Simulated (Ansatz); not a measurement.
Ga3H5⁺. The state is a doublet with charge 1. Geometry r2SCAN-D4/def2-SVP, that of the neutral singlet; atoms count from 1.

```xyz
8

Ga   -0.8289    0.3991    0.8558
Ga    1.3867   -0.6581    0.2220
Ga    0.2568    0.5093   -1.4487
H    -2.1363    0.3546    1.7184
H     0.0977    1.5890   -2.5487
H     2.6027   -0.9971    1.1192
H    -0.0668   -1.2574    0.9479
H    -1.3118    0.0606   -0.8660
```

The structure comes from a short search, and lower isomers may exist.

Problem. Estimate the Mulliken populations from the PBE0/def2-TZVP orbitals of Ansatz.

Solution. 
```json
{"atom": "Ga1", "charge (e)": "0.28", "spin (α − β)": "0.40"}
{"atom": "Ga2", "charge (e)": "0.25", "spin (α − β)": "0.23"}
{"atom": "Ga3", "charge (e)": "0.26", "spin (α − β)": "0.22"}
{"atom": "H4", "charge (e)": "0.09", "spin (α − β)": "0.12"}
{"atom": "H5", "charge (e)": "0.06", "spin (α − β)": "0.01"}
{"atom": "H6", "charge (e)": "0.06", "spin (α − β)": "0.00"}
{"atom": "H7", "charge (e)": "0.00", "spin (α − β)": "0.01"}
{"atom": "H8", "charge (e)": "0.00", "spin (α − β)": "0.01"}
```
Mulliken values depend strongly on the basis.

Problem. Where does the spin sit?

Solution. Summed by element: Ga 0.85, H 0.15, of 1 unpaired in all. Largest on single atoms: Ga1 0.40, Ga2 0.23, Ga3 0.22.

Problem. And the Mayer bond orders between heavy atoms (over 0.3)?

Solution. Ga1–Ga2 0.50 (2.54 Å); Ga1–Ga3 0.49 (2.55 Å); Ga2–Ga3 0.82 (2.33 Å).
